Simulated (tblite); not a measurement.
Record of a relaxation.

Species: C₃H₁₀B₂N₂Si.
Bonds: B1–N2, N2–Si3, Si3–C4, C4–N5, N5–B6, B6–C7, C7–C8 (double), N2–B6. Hydrogens: H9, H10 on B1; H11, H12 on Si3; H13, H14 on C4; H15 on N5; H16 on C7; H17, H18 on C8.

Computed with GFN2-xTB (tblite), gas phase: L-BFGS steps from a force-field or distance-geometry start until the largest atomic force falls under 0.01 eV/Å. 5 of its 122 geometries are shown.

Step 0: E = -585.9963 eV, largest atomic force 3.372 eV/Å
```
atom  x, y, z in Å  |  force x, y, z in eV/Å
B1      0.472    2.231   -0.492   -0.275   0.369   2.759
N2      0.708    1.059    0.395   -1.084  -0.840  -3.081
Si3     1.988   -0.030   -0.259    0.039   1.288   0.207
C4      1.228   -1.651    0.290    1.140  -0.475   1.515
N5      0.055   -1.256    1.048   -1.654   0.855   0.516
B6     -0.449    0.040    0.401    2.109  -0.377   0.091
C7     -1.717    0.048   -0.531    0.328  -0.190   2.145
C8     -2.871   -0.236    0.078   -0.631   0.152  -1.679
H9     -0.651    2.489   -0.774    0.344  -0.289  -0.340
H10     1.168    3.184   -0.304    0.206  -0.624  -0.606
H11     3.293    0.196    0.336    0.085   0.241   0.141
H12     1.990    0.024   -1.713    0.169   0.041  -0.337
H13     1.008   -2.322   -0.532   -0.451  -0.106   0.025
H14     1.925   -2.196    0.984   -0.526   0.194  -0.636
H15     0.218   -1.138    2.067    0.037  -0.286  -1.137
H16    -1.643    0.269   -1.574   -0.139   0.094  -0.267
H17    -3.780   -0.239   -0.558    0.352  -0.102   0.864
H18    -2.949   -0.467    1.127   -0.049   0.053  -0.181
```

Step 30: E = -588.2884 eV, largest atomic force 0.615 eV/Å
```
atom  x, y, z in Å  |  force x, y, z in eV/Å
B1      0.479    2.254   -0.470    0.146   0.108  -0.062
N2      0.657    0.870   -0.315   -0.206  -0.020   0.212
Si3     2.181    0.014   -0.334   -0.135  -0.078  -0.018
C4      1.420   -1.550    0.476    0.419  -0.056   0.060
N5      0.042   -1.188    0.767    0.474   0.208  -0.332
B6     -0.423   -0.015    0.164   -0.065  -0.333  -0.047
C7     -1.904    0.173   -0.303   -0.046  -0.114  -0.024
C8     -3.047   -0.235    0.239   -0.036   0.212   0.120
H9     -0.550    2.767   -0.261   -0.179  -0.086  -0.017
H10     1.390    2.931   -0.770    0.101  -0.073  -0.053
H11     3.183    0.719    0.476   -0.031  -0.109  -0.038
H12     2.666   -0.346   -1.671    0.014   0.142  -0.080
H13     1.428   -2.438   -0.176    0.049   0.211   0.030
H14     2.027   -1.824    1.349   -0.429  -0.055   0.210
H15    -0.516   -1.938    1.128   -0.226  -0.063   0.076
H16    -1.925    0.572   -1.316   -0.262   0.116   0.090
H17    -4.018   -0.124   -0.240    0.301  -0.034  -0.013
H18    -3.099   -0.637    1.244    0.111   0.023  -0.114
```

Step 60: E = -588.5134 eV, largest atomic force 0.094 eV/Å
```
atom  x, y, z in Å  |  force x, y, z in eV/Å
B1      0.479    2.215   -0.559    0.000   0.017  -0.058
N2      0.647    0.836   -0.353    0.002   0.020  -0.026
Si3     2.193    0.015   -0.275   -0.017   0.028  -0.001
C4      1.441   -1.542    0.544    0.008   0.011   0.030
N5      0.011   -1.337    0.403    0.037   0.002  -0.045
B6     -0.441   -0.112   -0.068    0.002   0.017   0.029
C7     -1.944    0.211   -0.338   -0.028   0.025   0.005
C8     -2.981   -0.197    0.382   -0.034  -0.080  -0.035
H9     -0.581    2.715   -0.499    0.020  -0.066  -0.004
H10     1.427    2.870   -0.786    0.030   0.004   0.014
H11     3.155    0.681    0.607   -0.004   0.017  -0.015
H12     2.731   -0.233   -1.622   -0.021  -0.001   0.067
H13     1.746   -2.483    0.076   -0.032   0.022  -0.006
H14     1.707   -1.610    1.605    0.011  -0.067   0.000
H15    -0.577   -2.107    0.679   -0.013  -0.009  -0.004
H16    -2.157    0.843   -1.193    0.004   0.033   0.000
H17    -3.999    0.067    0.135    0.001   0.000   0.020
H18    -2.865   -0.825    1.252    0.034   0.029   0.029
```

Step 91: E = -588.5343 eV, largest atomic force 0.050 eV/Å
```
atom  x, y, z in Å  |  force x, y, z in eV/Å
B1      0.526    2.219   -0.710    0.016  -0.015   0.014
N2      0.659    0.862   -0.377   -0.010  -0.014   0.008
Si3     2.196    0.045   -0.166   -0.021   0.019  -0.011
C4      1.399   -1.558    0.505   -0.008  -0.016  -0.018
N5     -0.021   -1.305    0.356   -0.011  -0.028   0.024
B6     -0.449   -0.062   -0.092   -0.014  -0.015  -0.010
C7     -1.968    0.249   -0.284    0.024   0.036   0.011
C8     -2.942   -0.257    0.463   -0.002   0.005  -0.023
H9     -0.530    2.711   -0.812   -0.050   0.004  -0.003
H10     1.497    2.861   -0.871    0.017  -0.018  -0.019
H11     3.046    0.703    0.827    0.022   0.017   0.001
H12     2.865   -0.169   -1.456    0.014   0.021   0.020
H13     1.685   -2.452   -0.056    0.014  -0.004   0.005
H14     1.641   -1.751    1.556    0.009  -0.010  -0.009
H15    -0.634   -2.067    0.598    0.007  -0.005   0.010
H16    -2.253    0.924   -1.083   -0.001   0.004   0.007
H17    -3.984   -0.028    0.297   -0.012   0.003   0.014
H18    -2.740   -0.919    1.292    0.004   0.017  -0.022
```

Step 121: E = -588.5399 eV, largest atomic force 0.009 eV/Å
```
atom  x, y, z in Å  |  force x, y, z in eV/Å
B1      0.521    2.190   -0.787    0.001  -0.002  -0.002
N2      0.651    0.852   -0.381    0.001   0.003   0.001
Si3     2.194    0.067   -0.110    0.002   0.000   0.006
C4      1.401   -1.574    0.471   -0.003   0.003  -0.003
N5     -0.021   -1.314    0.362   -0.003   0.002  -0.003
B6     -0.454   -0.070   -0.080    0.001   0.000   0.005
C7     -1.969    0.273   -0.244   -0.002   0.000   0.004
C8     -2.947   -0.250    0.486   -0.002   0.002   0.000
H9     -0.534    2.682   -0.913   -0.002  -0.004  -0.003
H10     1.496    2.812   -0.994    0.002   0.002   0.003
H11     2.967    0.724    0.950    0.004   0.000  -0.002
H12     2.958   -0.086   -1.352    0.002   0.004  -0.005
H13     1.680   -2.430   -0.151    0.001  -0.002  -0.003
H14     1.662   -1.837    1.502    0.000   0.003   0.004
H15    -0.629   -2.079    0.608   -0.005  -0.008   0.000
H16    -2.248    0.996   -1.002    0.002  -0.003   0.000
H17    -3.986    0.011    0.349    0.005   0.000  -0.001
H18    -2.749   -0.960    1.274   -0.003   0.000   0.000
```

Question: Summarise the path.

Answer: The energy falls by 245.42 kJ/mol from step 0 to step 121; nine tenths of that is first reached at step 30. It falls at every step. The largest force goes from 3.372 to 0.009 eV/Å. Among the bonds N5–B6 changes most, from 1.534 to 1.389 Å; the atoms move by 0.812 Å rms after alignment.

Question: Follow the three bonds and two angles with the largest change from start to end.

Answer: 
```json
{"step": "0", "E above end (kJ/mol)": "245.42", "largest force (eV/Å)": "3.372", "N5–B6 (Å)": "1.534", "B1–N2 (Å)": "1.488", "N2–B6 (Å)": "1.542", "C4–N5–B6 (°)": "106.0", "B6–N5–H15 (°)": "111.6"}
{"step": "5", "E above end (kJ/mol)": "141.61", "largest force (eV/Å)": "0.550", "N5–B6 (Å)": "1.467", "B1–N2 (Å)": "1.412", "N2–B6 (Å)": "1.459", "C4–N5–B6 (°)": "103.7", "B6–N5–H15 (°)": "116.0"}
{"step": "11", "E above end (kJ/mol)": "106.82", "largest force (eV/Å)": "0.571", "N5–B6 (Å)": "1.427", "B1–N2 (Å)": "1.407", "N2–B6 (Å)": "1.454", "C4–N5–B6 (°)": "108.5", "B6–N5–H15 (°)": "123.7"}
{"step": "16", "E above end (kJ/mol)": "82.71", "largest force (eV/Å)": "0.614", "N5–B6 (Å)": "1.415", "B1–N2 (Å)": "1.405", "N2–B6 (Å)": "1.472", "C4–N5–B6 (°)": "111.9", "B6–N5–H15 (°)": "127.9"}
{"step": "21", "E above end (kJ/mol)": "61.79", "largest force (eV/Å)": "0.480", "N5–B6 (Å)": "1.406", "B1–N2 (Å)": "1.400", "N2–B6 (Å)": "1.481", "C4–N5–B6 (°)": "113.5", "B6–N5–H15 (°)": "129.3"}
{"step": "26", "E above end (kJ/mol)": "41.42", "largest force (eV/Å)": "0.566", "N5–B6 (Å)": "1.390", "B1–N2 (Å)": "1.411", "N2–B6 (Å)": "1.483", "C4–N5–B6 (°)": "115.0", "B6–N5–H15 (°)": "125.1"}
{"step": "32", "E above end (kJ/mol)": "19.17", "largest force (eV/Å)": "0.438", "N5–B6 (Å)": "1.398", "B1–N2 (Å)": "1.409", "N2–B6 (Å)": "1.474", "C4–N5–B6 (°)": "118.0", "B6–N5–H15 (°)": "124.9"}
{"step": "37", "E above end (kJ/mol)": "11.19", "largest force (eV/Å)": "0.223", "N5–B6 (Å)": "1.390", "B1–N2 (Å)": "1.406", "N2–B6 (Å)": "1.468", "C4–N5–B6 (°)": "118.1", "B6–N5–H15 (°)": "123.6"}
{"step": "42", "E above end (kJ/mol)": "7.47", "largest force (eV/Å)": "0.199", "N5–B6 (Å)": "1.390", "B1–N2 (Å)": "1.404", "N2–B6 (Å)": "1.469", "C4–N5–B6 (°)": "118.7", "B6–N5–H15 (°)": "125.1"}
{"step": "47", "E above end (kJ/mol)": "5.54", "largest force (eV/Å)": "0.220", "N5–B6 (Å)": "1.390", "B1–N2 (Å)": "1.401", "N2–B6 (Å)": "1.470", "C4–N5–B6 (°)": "119.1", "B6–N5–H15 (°)": "124.8"}
{"step": "53", "E above end (kJ/mol)": "3.60", "largest force (eV/Å)": "0.123", "N5–B6 (Å)": "1.388", "B1–N2 (Å)": "1.405", "N2–B6 (Å)": "1.472", "C4–N5–B6 (°)": "118.8", "B6–N5–H15 (°)": "125.7"}
{"step": "58", "E above end (kJ/mol)": "2.81", "largest force (eV/Å)": "0.103", "N5–B6 (Å)": "1.389", "B1–N2 (Å)": "1.404", "N2–B6 (Å)": "1.473", "C4–N5–B6 (°)": "118.4", "B6–N5–H15 (°)": "125.5"}
{"step": "63", "E above end (kJ/mol)": "2.20", "largest force (eV/Å)": "0.086", "N5–B6 (Å)": "1.388", "B1–N2 (Å)": "1.403", "N2–B6 (Å)": "1.469", "C4–N5–B6 (°)": "119.0", "B6–N5–H15 (°)": "124.9"}
{"step": "68", "E above end (kJ/mol)": "1.92", "largest force (eV/Å)": "0.077", "N5–B6 (Å)": "1.390", "B1–N2 (Å)": "1.403", "N2–B6 (Å)": "1.470", "C4–N5–B6 (°)": "118.8", "B6–N5–H15 (°)": "125.2"}
{"step": "74", "E above end (kJ/mol)": "1.56", "largest force (eV/Å)": "0.053", "N5–B6 (Å)": "1.389", "B1–N2 (Å)": "1.404", "N2–B6 (Å)": "1.471", "C4–N5–B6 (°)": "118.9", "B6–N5–H15 (°)": "125.0"}
{"step": "79", "E above end (kJ/mol)": "1.34", "largest force (eV/Å)": "0.050", "N5–B6 (Å)": "1.388", "B1–N2 (Å)": "1.404", "N2–B6 (Å)": "1.469", "C4–N5–B6 (°)": "119.1", "B6–N5–H15 (°)": "125.1"}
{"step": "84", "E above end (kJ/mol)": "1.01", "largest force (eV/Å)": "0.067", "N5–B6 (Å)": "1.389", "B1–N2 (Å)": "1.404", "N2–B6 (Å)": "1.470", "C4–N5–B6 (°)": "119.1", "B6–N5–H15 (°)": "124.3"}
{"step": "89", "E above end (kJ/mol)": "0.60", "largest force (eV/Å)": "0.042", "N5–B6 (Å)": "1.388", "B1–N2 (Å)": "1.404", "N2–B6 (Å)": "1.470", "C4–N5–B6 (°)": "119.4", "B6–N5–H15 (°)": "124.4"}
{"step": "95", "E above end (kJ/mol)": "0.38", "largest force (eV/Å)": "0.036", "N5–B6 (Å)": "1.390", "B1–N2 (Å)": "1.404", "N2–B6 (Å)": "1.471", "C4–N5–B6 (°)": "119.3", "B6–N5–H15 (°)": "124.8"}
{"step": "100", "E above end (kJ/mol)": "0.29", "largest force (eV/Å)": "0.032", "N5–B6 (Å)": "1.389", "B1–N2 (Å)": "1.404", "N2–B6 (Å)": "1.470", "C4–N5–B6 (°)": "119.3", "B6–N5–H15 (°)": "124.8"}
{"step": "105", "E above end (kJ/mol)": "0.17", "largest force (eV/Å)": "0.051", "N5–B6 (Å)": "1.389", "B1–N2 (Å)": "1.404", "N2–B6 (Å)": "1.470", "C4–N5–B6 (°)": "119.2", "B6–N5–H15 (°)": "124.5"}
{"step": "110", "E above end (kJ/mol)": "0.07", "largest force (eV/Å)": "0.040", "N5–B6 (Å)": "1.389", "B1–N2 (Å)": "1.404", "N2–B6 (Å)": "1.470", "C4–N5–B6 (°)": "119.3", "B6–N5–H15 (°)": "124.6"}
{"step": "116", "E above end (kJ/mol)": "0.01", "largest force (eV/Å)": "0.014", "N5–B6 (Å)": "1.389", "B1–N2 (Å)": "1.404", "N2–B6 (Å)": "1.471", "C4–N5–B6 (°)": "119.3", "B6–N5–H15 (°)": "124.8"}
{"step": "121", "E above end (kJ/mol)": "0.00", "largest force (eV/Å)": "0.009", "N5–B6 (Å)": "1.389", "B1–N2 (Å)": "1.404", "N2–B6 (Å)": "1.470", "C4–N5–B6 (°)": "119.3", "B6–N5–H15 (°)": "124.7"}
```

What follows is the cost of the whole relaxation. Time: 1.4 s wall. Hardware: Intel Xeon 6975P-C, one thread, on a shared host.
